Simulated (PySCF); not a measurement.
Structure with atom numbers: `[CH2:1]=[CH:2][Si:3]([Cl:4])([Cl:5])[Cl:6]`. Hydrogens are named by the atom that carries them. Ha(C1) is cis to Si3; Hb(C1) is trans to Si3.

PySCF 2.14 calculation with NMR shieldings at B97-2/pcSseg-2/GIAO and coordinates at the PBE0-D3(BJ)/def2-TZVP level; one conformer, no solvent, equivalent nuclei averaged, non-relativistic.

Q: List the cross peaks expected in HSQC, COSY and HMBC spectra.

A: 

HSQC (one-bond C–H):
```tsv
δH	δC
6.58 (Hb(C1))	146.9 (C1)
6.54 (Ha(C1))	146.9 (C1)
6.42 (H(C2))	140.6 (C2)
```

COSY cross peaks (H two or three bonds apart, from the bond graph; peaks can be absent where the dihedral angle is near 90°):
```tsv
δH	δH
6.58 (Hb(C1))	6.54 (Ha(C1))
6.58 (Hb(C1))	6.42 (H(C2))
6.54 (Ha(C1))	6.42 (H(C2))
```

HMBC (two and three bonds, from the bond graph):
```tsv
δH	δC
6.58 (Hb(C1))	140.6 (C2)
6.54 (Ha(C1))	140.6 (C2)
6.42 (H(C2))	146.9 (C1)
```

δ = σ(ref) − σ, references computed at the same level: ¹H (σref 31.64), ¹³C (σref 185.38) against TMS.

Shifts are as computed. Against solution values, carbons near 30 ppm lie about +3 ppm off and those near 130 ppm about +7 ppm. Of 1211 compounds with measured shifts, 218 miss one by over three times the rms of a fit or turn the order of signals round; such compounds aren't used in these exercises.
